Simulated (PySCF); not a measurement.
Ionisation energy of Br+ by level of theory

Br+ [Ar] 3d10 4s2 4p4 (3P) → Br(2+) [Ar] 3d10 4s2 4p3 (4S), as a difference of total energies. All numbers are calculated (PySCF 2.14, the spin-free X2C one-electron Hamiltonian (Gaussian nucleus), in cc-pVTZ-DK (6s5p3d1f, 43 functions)). Correlated levels: valence: [Ar] 3d10 frozen. The calculations carry no spin-orbit coupling.

Order these methods by the ionisation energy they give, lowest first.
A. CCSD(T) (valence)
B. UHF
C. SCS-MP2 (valence)
D. CCSD (valence)

B (20.233 eV), C (20.982 eV), D (21.032 eV), A (21.056 eV).

Errors of the correlated levels include the incompleteness of this basis and the frozen core.

For comparison: 21.409 eV (measured; NIST levels, between the centres of gravity of the two terms).
